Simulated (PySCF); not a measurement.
**Calculated NMR parameters of CC(=O)O[SiH2]C/C=C(/F)[SiH3]**

```
Formula                               : C5H11FO2Si2
SMILES                                : CC(=O)O[SiH2]C/C=C(/F)[SiH3]
InChI                                 : InChI=1S/C5H11FO2Si2/c1-4(7)8-10-3-2-5(6)9/h2H,3,10H2,1,9H3/b5-2-
Point group of the computed structure : C1
Degrees of unsaturation               : 2
Carbon signals                        : 5
Proton signals                        : 5
```

Mapped SMILES: `[CH3:1][C:2](=[O:3])[O:4][SiH2:5][CH2:6]/[CH:7]=[C:8](/[F:9])[SiH3:10]` (H(Xn): hydrogen on atom n).

[PySCF 2.14.0 with density-fitted response routines: NMR shieldings at PBE0/pcSseg-1/GIAO; structure optimised with GFN2-xTB; non-relativistic Hamiltonian; no solvent; one conformer; averaged over atoms made equivalent by symmetry, fast rotation or ring inversion]

Referencing at the same level of theory: TMS for 1H (σ = 31.72 ppm) and 13C (σ = 186.93 ppm) and 29Si (σ = 349.16 ppm); CFCl3 for 19F (σ = 170.95 ppm); 17O (σ = 336.08 ppm) vs H2O.

| carbon | δC, type | δH (multiplicity) | HMBC from (2–3 bonds) | span of the C tensor (ppm) |
| --- | --- | --- | --- | --- |
| C1 | 23.9, CH3 | 2.14 (s) | – | 53 |
| C2 | 176.8, C | – | H(Si5), H(C1) | 167 |
| C6 | 16.2, CH2 | 1.84 (m) | H(C7), H(Si5) | 33 |
| C7 | 126.0, CH | 6.21 (m) | H(Si5), H(Si10), H(C6) | 208 |
| C8 | 168.3, C | – | H(C7), H(Si10), H(C6) | 141 |

Other nuclei:
```
  atoms  nucleus                           environment  δ (ppm)  σ (ppm)
 H(Si5)       1H  hydrogen on a silicon bonded to C, O     4.88    26.83
H(Si10)       1H     hydrogen on a silicon bonded to C     4.28    27.43
     F9      19F                      vinylic fluorine    -95.2    266.1
    Si5     29Si           silicon bonded to C, O, 2 H    -23.1    372.3
   Si10     29Si              silicon bonded to C, 3 H    -85.7    434.8
     O3      17O                       carbonyl oxygen    471.5   -135.4
     O4      17O                oxygen bonded to C, Si    202.0    134.1
```

Carbon types of the structure: 2 × C, 1 × CH, 1 × CH2, 1 × CH3, leaving 5 H on heteroatoms. δC 176.8: carbonyl carbon. δC 168.3: fully substituted alkene carbon. δC 126.0: alkene CH; the olefinic region. δC 23.9: methyl carbon α to a carbonyl; α to the electron-withdrawing carbonyl group. δH 1.84: hydrogen on an allylic sp3 CH2 bonded to Si; allylic position.

Splittings by 19F in the carbon and heteronuclear signals aren't shown, as no couplings were computed. Shifts are as computed. Against solution values, carbons near 30 ppm lie about +3 ppm off and those near 130 ppm about +5 ppm. Of 1309 compounds with measured shifts, 239 miss one by over three times the rms of a fit or turn the order of signals round; such compounds aren't used in these exercises. Unscaled 19F shifts against computed CFCl3 carry errors that often reach 10 to 50 ppm. Unscaled 17O shifts of doubly bonded oxygen tend to come out too high, by tens of ppm or more. Experimental scales use liquid or dissolved standards, which lie at an offset from isolated H2O (liquid H2O: subtract about 36 ppm). Multiplicities follow the n + 1 count of equivalent neighbours, as no J values were calculated; m marks all less simple cases, F and P coupling included.
